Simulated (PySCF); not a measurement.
**Magnetic susceptibility: `InChI=1S/C2H8GeOSi2/c3-4-6-2-1-5/h6H2,3,5H3`**

Molfile (atoms numbered from 1):
```
C2H8GeOSi2
     RDKit          3D

 14 13  0  0  0  0  0  0  0  0999 V2000
   -2.9098    0.0126    1.2225 Si  0  0  0  0  0  4  0  0  0  0  0  0
   -1.5701    0.4462    0.0446 C   0  0  0  0  0  0  0  0  0  0  0  0
   -0.6603    0.7248   -0.7274 C   0  0  0  0  0  0  0  0  0  0  0  0
    0.7682    1.1099   -1.8288 Si  0  0  0  0  0  4  0  0  0  0  0  0
    2.1487    0.4908   -1.1686 O   0  0  0  0  0  0  0  0  0  0  0  0
    2.5689   -0.1865    0.4293 Ge  0  0  0  0  0  4  0  0  0  0  0  0
   -3.3635   -1.3850    0.9670 H   0  0  0  0  0  0  0  0  0  0  0  0
   -2.3875    0.1195    2.6158 H   0  0  0  0  0  0  0  0  0  0  0  0
   -4.0546    0.9512    1.0434 H   0  0  0  0  0  0  0  0  0  0  0  0
    0.8598    2.5913   -1.9638 H   0  0  0  0  0  0  0  0  0  0  0  0
    0.5244    0.4925   -3.1613 H   0  0  0  0  0  0  0  0  0  0  0  0
    4.0923   -0.3675    0.3954 H   0  0  0  0  0  0  0  0  0  0  0  0
    1.8418   -1.5311    0.5964 H   0  0  0  0  0  0  0  0  0  0  0  0
    2.1422    0.8136    1.5181 H   0  0  0  0  0  0  0  0  0  0  0  0
  1  2  1  0
  2  3  3  0
  3  4  1  0
  4  5  1  0
  5  6  1  0
  1  7  1  0
  1  8  1  0
  1  9  1  0
  4 10  1  0
  4 11  1  0
  6 12  1  0
  6 13  1  0
  6 14  1  0
M  END
```

Method: GIAO B97-2/pcSseg-1 magnetisability, rotational g tensor and spin-rotation constants, non-relativistic, gas phase (PySCF 2.14.0). Geometry: PBE0-D3(BJ)/def2-SVP.

The calculation is non-relativistic, which matters for the atoms heavier than Zn.

Problem. What are the magnetisability and the molar susceptibility?

Solution. Isotropic -1335 × 10⁻³⁰ J/T², or -80.4 × 10⁻⁶ cm³/mol; principal values -1412, -1359, -1235 × 10⁻³⁰ J/T², anisotropy 158 × 10⁻³⁰ J/T² (root of half the summed squared differences of the principal values). The susceptibility is in cgs units.

Problem. Split it along the inertial axes a, b, c into diamagnetic and paramagnetic parts about the centre of mass, with the quadrupole moment.

Solution. 
| axis | χ (10⁻⁶ cm³/mol) | diamagnetic (10⁻⁶ cm³/mol) | paramagnetic (10⁻⁶ cm³/mol) | summed x² of all electrons (Å²) | quadrupole Θ (D Å) |
| --- | --- | --- | --- | --- | --- |
| a | -82.5 | -683.4 | 600.9 | 441.7 | +2.38 |
| b | -84.4 | -1972.0 | 1887.6 | 138.0 | +0.88 |
| c | -74.4 | -2459.6 | 2385.3 | 23.1 | -3.26 |

Anisotropies 2χaa − χbb − χcc = -6.2 and 2χbb − χaa − χcc = -12.0 × 10⁻⁶ cm³/mol. Θ is traceless in Buckingham's convention.

Problem. And the rotational g tensor?

Solution. 
```tsv
axis	rotational constant (GHz)	g	nuclear part	electronic part
a	2.1105	-0.0320	0.5638	-0.5958
b	0.6095	-0.0084	0.5321	-0.5405
c	0.4815	-0.0084	0.5311	-0.5395
```
Asymmetric top; isotopes 12C, 74Ge, 1H, 16O, 28Si; no vibrational averaging.
